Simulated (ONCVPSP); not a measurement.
**Logarithmic derivatives: Ir, ONCV**

ONCVPSP 4.0.1 input, shortened (lines: element, Z, core and valence counts, functional; n l f; lmax; l rc ep ncon nbas qcut; lloc lpopt rc5 dvloc0; l nproj debl; icmod fcfact rcfact), PBE, scalar-relativistic:

```
  Ir 77.00    9    5        4      upf
    1    0    2.00
    2    0    2.00
    2    1    6.00
    3    0    2.00
    3    1    6.00
    3    2   10.00
    4    0    2.00
    4    1    6.00
    4    2   10.00
    4    3   14.00
    5    0    2.00
    5    1    6.00
    5    2    7.00
    6    0    1.50
    3
    0    1.35    0.00    3    6    7.70
    1    1.10    0.00    4    7    6.90
    2    2.15    0.00    5    8    7.80
    3    0.55    0.00    4    9   35.30
    4    5    0.35   -1.00
    0    2    1.40
    1    2    0.80
    2    2    3.00
    3    3    0.80
    3    3.75    1.05
```

In the p channel the program set the typed energies aside and used -2.158, 0.250 Ha. In the f channel the program set the typed energies aside and used -2.432, 0.250, 1.050 Ha.

The phase is arctan(r·R′/R) of the radial function R(r), unwrapped; energies in Ha, scanned from -5 to 5 Ha. A pole is an energy at which the radial function vanishes at the test radius. The pseudo phase is shifted by a multiple of π to meet the all-electron one at the reference energy, and phase errors are pseudo minus all-electron; the curves can meet again beyond the range given. Levels narrower than the energy grid can be missing from the lists of poles.

```
channel  radius (bohr)  reference energy (Ha)  poles, all-electron  poles, pseudo  unbroken range about the reference energy with phases within 0.05 rad  phase error 1 Ha above the reference energy (rad)
      s           1.37                  -0.36                -2.40          -2.40                                                        the whole range                                             +0.000
      p           1.12                  -2.16                 3.83           3.80                                                        the whole range                                             -0.000
      d           2.18                  -0.41                 0.07           0.07                                                        the whole range                                             -0.000
      f           0.56                  -2.43                 none           none                                                        the whole range                                             +0.002
```

Note: ghosts flagged at negative energy: s at -2947.2 eV, s at -327.0 eV, p at -1408.0 eV, d at -413.9 eV; GHOST(+) flagged for p at 294.7 eV. A true bound ghost makes a file unfit for plane-wave use. The potential misses its own reference levels by up to 0.3 eV.

Phases in the d channel:

```
E (Ha)  all-electron  pseudo
 -4.96         1.394   1.394
 -4.48         1.382   1.382
 -4.00         1.367   1.367
 -3.52         1.348   1.348
 -3.04         1.323   1.323
 -2.56         1.288   1.288
 -2.08         1.233   1.233
 -1.60         1.130   1.129
 -1.12         0.837   0.837
 -0.64        -0.594  -0.594
 -0.16        -1.443  -1.443
  0.32        -1.665  -1.665
  0.80        -1.827  -1.827
  1.28        -2.081  -2.081
  1.76        -2.830  -2.830
  2.24        -3.983  -3.983
  2.72        -4.368  -4.368
  3.20        -4.515  -4.515
  3.68        -4.593  -4.594
  4.16        -4.646  -4.646
  4.64        -4.685  -4.685
```
